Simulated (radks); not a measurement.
Values are calculated unless marked as measured or tabulated.
Ionisation of Mo+, [Kr] 4d5, to Mo2+, [Kr] 4d4, under several functionals. Dirac Kohn-Sham, spin-unpolarised, spherical densities, finite nucleus; open shells are shared between the two j in proportion to 2j + 1; a radial shooting solver on a logarithmic mesh with Libxc functionals.

| functional | E(Mo+) (hartree) | Exc (hartree) | IE (eV) | -e(HOMO) (eV) | <r> HOMO (bohr) | IE error (eV) |
|---|---|---|---|---|---|---|
| HCTH/407 | -4051.52147 | -126.35917 | 15.708 | 10.516 | 1.882 | -0.452 |
| Wu-Cohen GGA | -4048.26572 | -122.92158 | 15.450 | 10.320 | 1.897 | -0.710 |
| revPBE | -4049.09581 | -123.76600 | 15.375 | 10.241 | 1.898 | -0.785 |
| BP86 | -4049.76478 | -124.43549 | 15.582 | 10.467 | 1.901 | -0.578 |
| PW91 | -4049.59576 | -124.26985 | 15.521 | 10.386 | 1.901 | -0.639 |
| PBE | -4048.89177 | -123.55369 | 15.461 | 10.329 | 1.902 | -0.699 |
| RPBE | -4049.17479 | -123.84607 | 15.379 | 10.243 | 1.900 | -0.781 |

NIST Atomic Spectra Database: 16.2 eV (semi-empirical). Closest: HCTH/407. The Delta-SCF values span 0.33 eV, the total energies 3.26 hartree. The highest occupied level is 4d5/2. Spin polarisation and multiplet splitting are left out, so open shells lie too high by an amount that depends on their filling. Sharing an open shell by 2j + 1 raises it above the true ground level by a part of the spin-orbit splitting, which enters the differences from NIST.

Beside tabulated values, note that spin-unpolarised runs miss the spin-polarisation part of the exchange energy of open shells.
